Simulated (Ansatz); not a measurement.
`OCCCCl` + `C[SiH2]O` → `C[SiH2]OCO` + `CCCl`  (substitution at a C–C bond)

Calculated with Ansatz (gas phase, PBE0-D4/def2-TZVP geometries, no zero-point term in ΔE). CBS: MP2 limit from def2 TZ/QZ plus the TZ coupled-cluster correction, frozen cores. This one scheme is used for every species. Functionals use def2-TZVPP. B3LYP here is the variant with VWN-RPA as its local correlation; programs differ in this. Each species was taken in one conformer, which may not be the lowest.

```tsv
level	ΔE (kcal/mol)	difference from CCSD(T)/CBS
PBE-D4	1.8	-1.8
PBE0-D4	2.4	-1.2
B3LYP-D4	1.2	-2.4
ωB97X-V	1.8	-1.8
B2PLYP	1.9	-1.7
PBE	1.7	-1.9
r2SCAN	1.6	-2.0
PBE0	2.3	-1.3
B3LYP	1.1	-2.5
HF/def2-TZVPP	0.5	-3.1
SCS-MP2/def2-TZVPP	2.9	-0.7
CCSD/def2-TZVPP	2.7	-0.9
CCSD(T)/def2-TZVPP	2.7	-0.9
MP2/def2-QZVPP	4.3	0.7
SCS-MP2/def2-QZVPP	3.5	-0.1
HF/CBS(def2)	0.6	-3.0
CCSD(T)/CBS	3.6	0
```

Largest T1 diagnostic among the species: 0.011.

In def2-TZVPP, CCSD(T) changes the Hartree–Fock value by +2.2 kcal/mol (the triples alone add −0.0 kcal/mol) and MP2 by +3.2 kcal/mol.
